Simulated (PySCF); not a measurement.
PBE against PBE0 for molecules with a metal or metalloid centre: dipole moment.

Values in D, from PySCF. Where two bases are given, the first is that of PBE. PBE0 is a level with its own limits.

```csv
system,basis,PBE,PBE0,PBE − PBE0
Ge(H)(Cl)2(Vi) singlet,def2-TZVP,2.62,2.73,-0.11
Si(Me)(OH)2(iPr) singlet,def2-SVP,2.06,2.27,-0.21
In(F)(OH)2 singlet,def2-TZVP,0.20,0.28,-0.08
Ge(H)2(OEt)(NH2) singlet,def2-TZVP,1.86,1.91,-0.05
B(Vi)(OMe)(NH2) singlet,def2-TZVP,2.20,2.15,0.05
tetramethyldisiloxane singlet,def2-SVP,1.39,1.37,0.02
Ge(H)(Vi)(OH)2 singlet,def2-TZVP,0.79,0.84,-0.05
Ga(All)(OH)2 singlet,def2-TZVP,1.71,1.86,-0.15
Ge(H)3(SH) singlet,def2-TZVP,1.22,1.31,-0.09
C[Si](C)(O)C[SiH2]N singlet,def2-SVP,2.01,2.11,-0.10
Si(H)3(Br) singlet,def2-TZVP,1.17,1.28,-0.11
Ge(OH)(NH2)3 singlet,def2-TZVP,0.97,1.01,-0.04
Sn(F)(Br)(NH2)2 singlet,def2-TZVP,1.98,1.98,0.00
Si(Cl)2(OH)2 singlet,def2-TZVP,1.90,1.93,-0.03
C[SiH2]C[SiH2]C singlet,def2-SVP,0.88,0.83,0.04
Mg(I)(GeH3) singlet,def2-TZVP,1.10,1.14,-0.04
Sn(Cl)3(GeH3) singlet,def2-TZVP,4.04,4.19,-0.16
[Cl][Ge]([Cl])([Cl])[c]1cc[c]([Ge]([Cl])([Cl])[Cl])cc1 singlet,def2-SVP,0.07,0.08,-0.02
Al(Me)(OMe)(OEt) singlet,def2-SVP,0.93,1.01,-0.08
Si(F)(OH)2(NH2) singlet,def2-TZVP,1.59,1.63,-0.05
Sn(Cl)2(NH2)2 singlet,def2-TZVP,1.84,1.79,0.06
Ga(Et)(OMe)(NH2) singlet,def2-TZVP,1.16,1.20,-0.05
B(Me)(OMe)(SeH) singlet,def2-TZVP,0.68,0.62,0.06
Sn(All)(OH)3 singlet,def2-TZVP,1.38,1.49,-0.10
```

The mean difference from PBE0 is -0.05 D (median -0.05) and the mean absolute one 0.07 D (median 0.05); PBE lies above in 5 and below in 19 of 24 cases. It is closest for Sn(F)(Br)(NH2)2 singlet (0.00), [Cl][Ge]([Cl])([Cl])[c]1cc[c]([Ge]([Cl])([Cl])[Cl])cc1 singlet (-0.02), tetramethyldisiloxane singlet (0.02) and furthest off for Si(Me)(OH)2(iPr) singlet (-0.21), Sn(Cl)3(GeH3) singlet (-0.16), Ga(All)(OH)2 singlet (-0.15).
